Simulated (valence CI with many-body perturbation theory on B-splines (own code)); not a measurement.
Values are calculated unless marked as measured or tabulated.
# A CI+MBPT run for Pr XXVIII

Level of theory: configuration interaction combined with many-body perturbation theory (CI+MBPT): four valence electrons over a frozen Dirac-Fock core [Ar] 3d10, radial functions for each j: 6 s, 6 p, 5 d, 3 f, 1 g, with the one-electron correlation potential Σ1 (screened to all orders), the two-electron term Σ2, the three-electron term Σ3, Breit, model QED; selected single and double excitations, second order for the rest, scaled by the run's own slope (own B-spline code, finite nucleus).

Command, and the settings that its task file holds:

```sh
python run_cv.py task.json out
```

```
atom Pr  Z=59  mass_number=141  rms_radius_fm=4.8919
core [Ar] 3d10
valence 4s2 4p2
avg = 1
basis = S
breit = 1
cap = 10000
capref = 1200
cscale = 1
de = 0.0
dress = 0
eps = 2e-08
extrap = 1
h = 0.27
hh = 1
l2 = 3
lcore = 6
maxit = 3
n2 = 5
natural = 1
nlev = 21
nno = [3, 3, 3, 2, 1]
nroot = 26
nsp = [3, 3, 2, 1, 0]
pt2 = 1
qed = 1
rpa = 1
s1 = 1
s2 = 1
s3 = 1
screen = 1
tol = 2e-05
whole = 1
```

It took 26 s on 1 thread of AMD EPYC 7R32 (Zen 2), on a shared host.

Log. The first blocks belong to the next ion, which gives the ionisation energy. Fields: 2J, parity (1 odd), roots, reference size, generating configurations, candidates as configurations/state functions, variational space P, stored matrix elements, Davidson steps; e2 is the range of second-order energies in hartree. The first line gives the box (bohr), its intervals, the orbitals and the steps of their self-consistent field. Window is the range of levels sought, series limit the energy at which the first omitted orbital would enter, core excitation an estimate of the first excitation out of the core, left out the lowest levels not solved, and shifts from estimates the range by which levels moved from their first estimate, all in cm⁻¹.

```
rmax 4.1 intervals 58 orbitals 36 references ['4s2 4p2', '4s 4p3', '4s2 4p 4d', '4p4', '4s 4p2 4d'] scf 4 t 0.9
2J=1 par=1 roots 2 ref 23 generators 7 cand 684/977 P 703/1000 nnz 0 it 0
2J=1 par=1 roots 2 ref 23 generators 12 cand 368/563 P 1071/1563 nnz 0 it 3
   second order: generators 21 cand 892/1328 e2 -0.00001 -0.00000
reference levels 432, estimated 59, window 1319037 1/cm; series limit 4266105, core excitation 6617543
2J=0 par=0 roots 3 ref 22 generators 12 cand 89/146 P 1793/2664 nnz 6.4e+05 it 3
2J=0 par=0 roots 3 ref 22 generators 20 cand 714/1381 P 2507/4045 nnz 1.2e+06 it 3
   second order: generators 29 cand 3550/7178 e2 -0.00002 -0.00001
2J=2 par=0 roots 2 ref 35 generators 7 cand 345/1006 P 1168/3537 nnz 1.4e+06 it 3
2J=2 par=0 roots 2 ref 35 generators 13 cand 1231/5078 P 2399/8615 nnz 7e+06 it 3
   second order: generators 24 cand 3831/18840 e2 -0.00003 -0.00001
2J=4 par=0 roots 3 ref 55 generators 13 cand 362/1020 P 1097/3587 nnz 1.6e+06 it 3
2J=4 par=0 roots 3 ref 55 generators 24 cand 1334/6390 P 2431/9977 nnz 9.1e+06 it 3
   second order: generators 34 cand 4360/31400 e2 -0.00006 -0.00002
2J=4 par=1 roots 8 ref 58 generators 22 cand 256/1015 P 1037/3572 nnz 1.5e+06 it 3
2J=4 par=1 roots 8 ref 58 generators 31 cand 1364/6422 P 2401/9994 nnz 8.9e+06 it 3
   second order: generators 53 cand 6411/44632 e2 -0.00008 -0.00001
2J=2 par=1 roots 7 ref 46 generators 21 cand 294/999 P 1241/3510 nnz 1.4e+06 it 3
2J=2 par=1 roots 7 ref 46 generators 30 cand 1651/6505 P 2892/10015 nnz 8.2e+06 it 3
   second order: generators 49 cand 5868/30751 e2 -0.00004 -0.00001
2J=6 par=1 roots 4 ref 53 generators 17 cand 262/1042 P 1071/3679 nnz 1.6e+06 it 3
2J=6 par=1 roots 4 ref 53 generators 27 cand 1230/6248 P 2301/9927 nnz 9e+06 it 3
   second order: generators 42 cand 5365/41042 e2 -0.00008 -0.00002
2J=0 par=1 roots 2 ref 17 generators 9 cand 334/567 P 1852/2842 nnz 7.2e+05 it 3
2J=0 par=1 roots 2 ref 17 generators 16 cand 625/1042 P 2477/3884 nnz 1.2e+06 it 3
   second order: generators 22 cand 4202/8587 e2 -0.00002 -0.00001
2J=8 par=1 roots 1 ref 37 generators 6 cand 339/1471 P 1302/5166 nnz 3.2e+06 it 3
2J=8 par=1 roots 1 ref 37 generators 10 cand 494/2229 P 1796/7395 nnz 5.7e+06 it 3
   second order: generators 17 cand 4605/34711 e2 -0.00004 -0.00004
left out: unestimated 1907505, estimated 1530545, shifts from estimates -10 to 19
operators 2.2
```

The Davidson iterations stopped at their limit. The settings are bad on purpose, so the numbers may not be properties of the ion.

No measured spectrum was set against this ion. As an estimate, large intervals hold to a few tenths of a per cent, small ones and those within an open d or f shell to about a per cent.

- Valence energy: -158.5339 hartree
- Ionisation energy: 987.06 eV (NIST: 985 ± 4 eV (theoretical))
- Reference configurations for the orbitals: 4s2 4p2, 4s 4p3, 4s2 4p 4d, 4p4, 4s 4p2 4d
- Radial orbitals: 36
- Box radius: 4.093 bohr
- Largest variational space: 10015
- Lowest levels: (4s^2 4p1/2^2) J=0 0.00, (4s^2 4p1/2 4p3/2) J=1 24.59, (4s^2 4p1/2 4p3/2) J=2 27.54, (4s^2 4p3/2^2) J=2 54.36, (4s^2 4p3/2^2) J=0 61.08, (4s 4p1/2^2 4p3/2) J=2 84.51, (4s 4p1/2^2 4p3/2) J=1 94.87, (4s 4p1/2 4p3/2^2) J=2 [a] 107.57, (4s 4p1/2 4p3/2^2) J=3 113.14, (4s 4p1/2 4p3/2^2) J=0 119.18, (4s 4p1/2 4p3/2^2) J=2 [b] 120.76, (4s 4p1/2 4p3/2^2) J=1 [a] 121.87, (4s 4p1/2 4p3/2^2) J=1 [b] 127.25, (4s^2 4p1/2 4d3/2) J=2 130.34 eV

Levels are named by their leading jj configuration (3d3/2^4 stands for four electrons in 3d with j = 3/2), which in mixed levels can hold well under half, so a name can repeat and another be missing. Letters in brackets count levels of one name in rising energy.
